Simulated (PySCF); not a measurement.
A geometry optimisation, step by step.

(SiH3)2PPF2, F2H6P2Si2.
SMILES with atom numbers: `[F:1][P:2]([F:3])[P:4]([SiH3:5])[SiH3:6]` (hydrogens: H7, H8, H9 on Si5; H10, H11, H12 on Si6)

Method: PBE0-D3(BJ)/def2-SVP geometry optimisation, gas phase in PySCF; density fitting, grid level 1; the optimiser is geomeTRIC in internal coordinates, started from a GFN2-xTB structure with every atom displaced at random (about 0.01 Å). 12 of its 19 geometries are shown. The frame can shift and turn from step to step; on so coarse a grid that alone can change the energy by a few meV, and forces under 0.02 eV/Å are noise.

Step 0: E = -39831.7936 eV, largest atomic force 1.228 eV/Å
```
atom  x, y, z in Å  |  force x, y, z in eV/Å
F1     -0.886    2.769   -0.391   -1.082   0.523   0.256
P2      0.104    1.626   -0.876    0.420   0.296  -0.910
F3      1.418    2.514   -0.625    0.718  -0.052  -0.114
P4      0.172    0.442    0.932   -0.425   0.057   0.724
Si5     1.667   -0.953    0.037   -0.044   0.231   0.390
Si6    -1.808   -0.535    0.369    0.820  -0.237   0.522
H7      1.361   -1.298   -1.341   -0.120  -0.214  -0.805
H8      1.662   -2.129    0.891    0.069  -0.688   0.359
H9      2.952   -0.246    0.132    0.387   0.127  -0.034
H10    -1.902   -1.723    1.235   -0.150  -0.308   0.167
H11    -1.843   -0.925   -1.036   -0.064  -0.177  -0.703
H12    -2.856    0.429    0.662   -0.528   0.443   0.147
```

Step 2: E = -39832.0099 eV, largest atomic force 0.258 eV/Å
```
atom  x, y, z in Å  |  force x, y, z in eV/Å
F1     -0.937    2.904   -0.377    0.114  -0.133  -0.081
P2      0.112    1.802   -0.936   -0.057   0.236   0.085
F3      1.484    2.605   -0.642   -0.050  -0.052  -0.033
P4      0.155    0.539    0.903   -0.035  -0.031  -0.012
Si5     1.626   -0.967    0.055    0.019   0.015   0.037
Si6    -1.755   -0.581    0.392    0.045   0.011   0.031
H7      1.310   -1.348   -1.356    0.001   0.003  -0.006
H8      1.580   -2.177    0.927   -0.019  -0.010  -0.004
H9      2.981   -0.348    0.113   -0.001  -0.021  -0.008
H10    -1.820   -1.782    1.275    0.008  -0.006  -0.001
H11    -1.799   -1.007   -1.041   -0.012   0.005  -0.006
H12    -2.899    0.332    0.679   -0.013  -0.017  -0.002
```

Step 3: E = -39832.0139 eV, largest atomic force 0.065 eV/Å
```
atom  x, y, z in Å  |  force x, y, z in eV/Å
F1     -0.922    2.928   -0.382   -0.019   0.045   0.013
P2      0.113    1.826   -0.943   -0.024  -0.054  -0.028
F3      1.493    2.609   -0.657    0.042   0.016   0.009
P4      0.152    0.553    0.895    0.010   0.011  -0.011
Si5     1.617   -0.966    0.060   -0.003  -0.006   0.013
Si6    -1.747   -0.585    0.395    0.004  -0.019   0.001
H7      1.305   -1.341   -1.355    0.007   0.008   0.004
H8      1.535   -2.177    0.929   -0.006   0.007  -0.012
H9      2.986   -0.377    0.126   -0.019  -0.011   0.007
H10    -1.781   -1.791    1.273    0.004   0.006  -0.009
H11    -1.798   -1.008   -1.040   -0.006   0.008   0.009
H12    -2.912    0.300    0.692    0.011  -0.011   0.004
```

Step 5: E = -39832.0181 eV, largest atomic force 0.364 eV/Å
```
atom  x, y, z in Å  |  force x, y, z in eV/Å
F1     -0.733    3.115   -0.384   -0.119   0.204   0.089
P2      0.107    1.889   -0.988    0.009  -0.360  -0.054
F3      1.594    2.481   -0.788    0.096   0.041   0.014
P4      0.118    0.617    0.863   -0.007   0.108   0.010
Si5     1.549   -0.952    0.081    0.018   0.000  -0.069
Si6    -1.736   -0.601    0.410   -0.064  -0.039  -0.028
H7      1.324   -1.250   -1.368    0.003   0.006  -0.013
H8      1.290   -2.182    0.883    0.021  -0.024   0.009
H9      2.950   -0.490    0.272    0.038   0.022   0.032
H10    -1.625   -1.836    1.241   -0.015  -0.007   0.005
H11    -1.846   -0.983   -1.032    0.019   0.004  -0.015
H12    -2.953    0.163    0.802   -0.001   0.044   0.021
```

Step 7: E = -39832.0269 eV, largest atomic force 0.095 eV/Å
```
atom  x, y, z in Å  |  force x, y, z in eV/Å
F1     -0.773    3.063   -0.401   -0.016   0.045   0.015
P2      0.098    1.839   -0.981   -0.012  -0.094  -0.002
F3      1.573    2.465   -0.780    0.027   0.003  -0.003
P4      0.118    0.594    0.881   -0.007   0.051  -0.003
Si5     1.579   -0.943    0.079    0.009   0.001  -0.016
Si6    -1.754   -0.597    0.413   -0.011  -0.020  -0.003
H7      1.353   -1.235   -1.371    0.000   0.009  -0.008
H8      1.370   -2.188    0.874   -0.001  -0.014   0.001
H9      2.965   -0.435    0.269    0.014   0.009   0.017
H10    -1.692   -1.831    1.249   -0.006  -0.009   0.004
H11    -1.852   -0.974   -1.031    0.006   0.001  -0.009
H12    -2.947    0.213    0.790   -0.004   0.017   0.006
```

Step 8: E = -39832.0336 eV, largest atomic force 0.085 eV/Å
```
atom  x, y, z in Å  |  force x, y, z in eV/Å
F1     -0.647    3.116   -0.471    0.051  -0.067  -0.015
P2      0.065    1.773   -1.014   -0.021   0.082   0.001
F3      1.607    2.257   -0.911   -0.023   0.006  -0.018
P4      0.074    0.612    0.894   -0.006  -0.001   0.013
Si5     1.581   -0.892    0.106    0.014  -0.007   0.015
Si6    -1.786   -0.607    0.440    0.012  -0.004   0.021
H7      1.466   -1.061   -1.377   -0.004   0.002   0.006
H8      1.306   -2.195    0.780   -0.003   0.001  -0.009
H9      2.951   -0.416    0.445   -0.009   0.000   0.003
H10    -1.692   -1.864    1.239   -0.006   0.002  -0.003
H11    -1.911   -0.937   -1.013    0.000  -0.007  -0.001
H12    -2.973    0.185    0.873   -0.005  -0.008  -0.014
```

Step 10: E = -39832.0358 eV, largest atomic force 0.041 eV/Å
```
atom  x, y, z in Å  |  force x, y, z in eV/Å
F1     -0.547    3.171   -0.467   -0.011   0.035   0.019
P2      0.041    1.781   -1.029   -0.002  -0.016  -0.003
F3      1.614    2.167   -1.005    0.004  -0.011  -0.006
P4      0.051    0.635    0.893    0.010  -0.016   0.008
Si5     1.569   -0.870    0.123   -0.007   0.007  -0.011
Si6    -1.789   -0.619    0.451   -0.001   0.004  -0.018
H7      1.506   -0.987   -1.368    0.000  -0.008   0.001
H8      1.245   -2.192    0.735    0.002  -0.001   0.005
H9      2.930   -0.428    0.531    0.003   0.003   0.000
H10    -1.669   -1.875    1.246    0.000   0.004   0.009
H11    -1.915   -0.953   -1.003    0.005  -0.008   0.002
H12    -2.996    0.142    0.885   -0.002   0.006  -0.006
```

Step 11: E = -39832.0376 eV, largest atomic force 0.097 eV/Å
```
atom  x, y, z in Å  |  force x, y, z in eV/Å
F1     -0.516    3.196   -0.423   -0.029   0.089   0.027
P2      0.024    1.804   -1.021   -0.012  -0.077   0.009
F3      1.604    2.158   -1.039    0.022  -0.019   0.007
P4      0.049    0.639    0.893    0.013  -0.023  -0.004
Si5     1.563   -0.869    0.124   -0.009   0.026  -0.025
Si6    -1.783   -0.625    0.447   -0.008   0.000  -0.039
H7      1.496   -0.993   -1.366    0.003  -0.006  -0.006
H8      1.239   -2.190    0.739    0.000  -0.001   0.015
H9      2.925   -0.427    0.529    0.010  -0.001  -0.001
H10    -1.671   -1.867    1.266    0.002   0.005   0.015
H11    -1.886   -0.989   -1.002    0.007  -0.008   0.004
H12    -3.003    0.135    0.844    0.000   0.016   0.000
```

Step 13: E = -39832.0433 eV, largest atomic force 0.132 eV/Å
```
atom  x, y, z in Å  |  force x, y, z in eV/Å
F1     -0.449    3.255   -0.272   -0.034   0.104   0.003
P2     -0.043    1.864   -0.968   -0.056  -0.113   0.040
F3      1.544    2.136   -1.113    0.050  -0.025   0.023
P4      0.044    0.630    0.906    0.004  -0.026  -0.034
Si5     1.561   -0.862    0.114    0.009   0.058  -0.031
Si6    -1.768   -0.651    0.427   -0.005  -0.019  -0.043
H7      1.453   -1.027   -1.368    0.009   0.005  -0.015
H8      1.277   -2.174    0.766   -0.007   0.004   0.026
H9      2.924   -0.387    0.475    0.016  -0.013  -0.007
H10    -1.729   -1.819    1.353    0.001   0.007   0.020
H11    -1.766   -1.140   -0.988    0.007  -0.006   0.008
H12    -3.008    0.144    0.661    0.006   0.024   0.011
```

Step 15: E = -39832.0485 eV, largest atomic force 0.070 eV/Å
```
atom  x, y, z in Å  |  force x, y, z in eV/Å
F1     -0.419    3.288   -0.180    0.016  -0.059  -0.035
P2     -0.152    1.869   -0.902   -0.018   0.060   0.029
F3      1.432    2.056   -1.183    0.021   0.006  -0.011
P4      0.029    0.605    0.935   -0.024  -0.002  -0.016
Si5     1.591   -0.807    0.089    0.016   0.009   0.005
Si6    -1.756   -0.701    0.426    0.011  -0.009   0.029
H7      1.443   -0.998   -1.386   -0.003   0.004   0.005
H8      1.382   -2.119    0.773   -0.004   0.007   0.000
H9      2.947   -0.277    0.405   -0.005  -0.004  -0.007
H10    -1.842   -1.755    1.477   -0.005  -0.002  -0.002
H11    -1.638   -1.344   -0.920   -0.004  -0.004   0.002
H12    -2.978    0.156    0.456   -0.001  -0.007   0.000
```

Step 16: E = -39832.0491 eV, largest atomic force 0.022 eV/Å
```
atom  x, y, z in Å  |  force x, y, z in eV/Å
F1     -0.364    3.309   -0.176   -0.004  -0.010   0.004
P2     -0.170    1.882   -0.900    0.001   0.014  -0.003
F3      1.412    2.019   -1.226    0.015  -0.003  -0.008
P4      0.018    0.613    0.935   -0.017  -0.006  -0.012
Si5     1.588   -0.789    0.089    0.004  -0.002   0.001
Si6    -1.755   -0.716    0.435    0.001   0.009   0.010
H7      1.446   -0.972   -1.387   -0.003  -0.002   0.003
H8      1.371   -2.105    0.763    0.002   0.003   0.004
H9      2.943   -0.266    0.415   -0.002   0.002  -0.003
H10    -1.844   -1.751    1.504    0.004   0.002   0.001
H11    -1.622   -1.384   -0.897    0.000  -0.002   0.001
H12    -2.984    0.131    0.438    0.001  -0.004   0.002
```

Step 18: E = -39832.0494 eV, largest atomic force 0.023 eV/Å
```
atom  x, y, z in Å  |  force x, y, z in eV/Å
F1     -0.365    3.310   -0.191   -0.003   0.019   0.005
P2     -0.161    1.886   -0.915    0.005  -0.020  -0.009
F3      1.425    2.023   -1.225   -0.005  -0.003  -0.003
P4      0.015    0.619    0.924    0.002   0.000  -0.001
Si5     1.585   -0.789    0.088   -0.002  -0.002   0.002
Si6    -1.755   -0.716    0.440   -0.003   0.004  -0.006
H7      1.437   -0.987   -1.385   -0.001  -0.003   0.000
H8      1.370   -2.097    0.778    0.003   0.000   0.002
H9      2.940   -0.261    0.403    0.001   0.004   0.001
H10    -1.827   -1.751    1.511    0.004   0.000   0.004
H11    -1.632   -1.387   -0.892    0.000   0.000   0.002
H12    -2.991    0.121    0.454   -0.001   0.001   0.002
```

Problem. Summarise the path.

Solution. The energy falls by 0.2558 eV from step 0 to step 18; nine tenths of that is first reached at step 7. It falls at every step. The largest force goes from 1.228 to 0.023 eV/Å. Among the bonds P2–P4 changes most, from 2.163 to 2.239 Å; the atoms move by 0.429 Å rms after alignment.

What follows is the cost of the whole optimisation. Time: 2.0 min wall; peak memory 0.56 GiB. Hardware: one thread, Arm Neoverse V2 (aarch64), no GPU, shared host with 32 logical CPUs at a one-minute load of 14.
